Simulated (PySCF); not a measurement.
Compound: C₃H₁₀BN.
Numbering: `[CH2:1]=[CH:2][BH2-:3][NH2+:4][CH3:5]` (hydrogens: H6, H7 on C1; H8 on C2; H9, H10 on B3; H11, H12 on N4; H13, H14, H15 on C5)

A GFN2-xTB structure with every atom displaced at random (by about 0.01 Å) was refined with PySCF 2.14.0, PBE0-D3(BJ)/def2-SVP geometry optimisation, gas phase. Values at the start:

| coordinate | start |
| --- | --- |
| C1=C2 | 1.355 Å |
| C1–H6 | 1.051 Å |
| C1–H7 | 1.072 Å |
| C2–B3 | 1.611 Å |
| C2–H8 | 1.108 Å |
| B3–N4 | 1.605 Å |
| B3–H9 | 1.211 Å |
| B3–H10 | 1.173 Å |
| N4–C5 | 1.492 Å |
| N4–H11 | 1.002 Å |
| C5–H13 | 1.094 Å |
| C1–C2–B3 | 130.2° |
| C2–B3–N4 | 105.8° |
| B3–N4–C5 | 114.2° |

Task: How do these coordinates change at the PBE0-D3(BJ)/def2-SVP level?

Result: 
| coordinate | PBE0-D3(BJ)/def2-SVP (Å or °) | change |
| --- | --- | --- |
| B3–H10 | 1.230 | +0.057 |
| C1–H6 | 1.096 | +0.045 |
| C1–H7 | 1.101 | +0.029 |
| N4–C5 | 1.464 | -0.028 |
| N4–H11 | 1.023 | +0.021 |
| C2–B3 | 1.591 | -0.020 |
| B3–H9 | 1.230 | +0.019 |
| B3–N4 | 1.619 | +0.014 |
| C1=C2 | 1.341 | -0.014 |
| C2–H8 | 1.100 | -0.008 |
| C5–H13 | 1.100 | +0.006 |
| C2–B3–N4 | 108.1 | +2.3 |
| C1–C2–B3 | 128.9 | -1.3 |
| B3–N4–C5 | 115.2 | +1.0 |

The energy falls by 3.9 kcal/mol over 9 energy and gradient evaluations, the largest force component goes from 0.0332 to 2.5e-04 Eh/bohr, and the atoms move by 0.032 Å rms after alignment. The bond that changes most is B3–H10 (four-coordinate boron to B–H hydrogen), which lengthens by 0.057 Å. Bonds longer at the end by more than 0.005 Å: 9 of 14; shorter: 4. Rotational constants go from 12439, 2502, 2171 to 12472, 2503, 2174 MHz.

The run used 120 basis functions and 61 SCF cycles in all.

No frequency check. The numbers are those of one conformer.

The values belong to the conformer `[CH2:1]=[CH:2][BH2-:3][NH2+:4][CH3:5]`: C1–C2–B3–N4 0°, C2–B3–N4–C5 179°.
